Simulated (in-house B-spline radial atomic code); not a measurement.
A calculation on K⁸⁺ (with a hole in an inner shell): its settings, and results tabulated from the run. Computed with a radial B-spline atomic code at the basis-set limit: Dirac-Hartree-Fock, average of the jj configuration, Fermi nucleus of rms radius 3.4349 fm.

In the input, a minus or plus after the letter marks the j = l - 1/2 or j = l + 1/2 subshell.

Command:
```bash
python run_scf.py task.json out
```
Settings (nuclear radius in fm, mass in u):
```
Z                19
configuration    1s2 2s2 2p-2 2p+3 3s2
hamiltonian      dirac
method           hf
spin_polarised   False
nucleus          fermi
rms_radius       3.4349
atomic_mass      38.96371
speed_of_light   137.035999084
```

Output (hartree, bohr):
```
 radial grid: 65 intervals, B-splines of order 8, outer radius 7.931 bohr

 iter        energy (Eh)    residual
    1       -560.3683313    1.20e+00
    2       -569.0545539    1.74e-01
    3       -569.1850537    7.60e-02
    4       -569.2104094    3.33e-02
    5       -569.2164816    3.97e-03
    6       -569.2165706    1.44e-04
    7       -569.2165707    5.15e-06
    8       -569.2165707    1.93e-07

 total energy                     -569.216571
 kinetic                            574.01849
 electron-nucleus                 -1277.20804
 electron-electron                  133.97298

 first-order corrections (not in the total)
   Gaunt                            0.16179
   retardation                     -0.01169
   frequency dependence            -0.00015
   self-energy                      0.11434
   Uehling                         -0.00819
   Wichmann-Kroll                   0.00003
   recoil                           0.00674

 orbital      occ     eigenvalue          <r>       <r^2>       <1/r>       <r^4>     <1/r^2>       r_max    small
 1s1/2      2.000     -142.39422     0.080822  0.00878046     18.7442 0.000198773     714.612     0.05302  4.61e-03
 2s1/2      2.000      -21.57711     0.373653    0.164536     3.94497   0.0468451     64.7942      0.3118  8.12e-04
 2p1/2      2.000      -18.83985     0.334578    0.137498     3.84597   0.0381787     20.5749      0.2556  7.80e-04
 2p3/2      3.000      -18.76518     0.336511    0.138926     3.81345   0.0388627     20.0083      0.2574  7.75e-04
 3s1/2      2.000       -6.66284      1.03433     1.21188     1.35549      2.1723      11.252       0.945  2.11e-04
```

Time taken, with all properties: 0.48 s on 1 thread of Arm Neoverse V1, on a shared host.

For the Dirac Hamiltonian the kinetic term is c α·p + (β - 1)c².
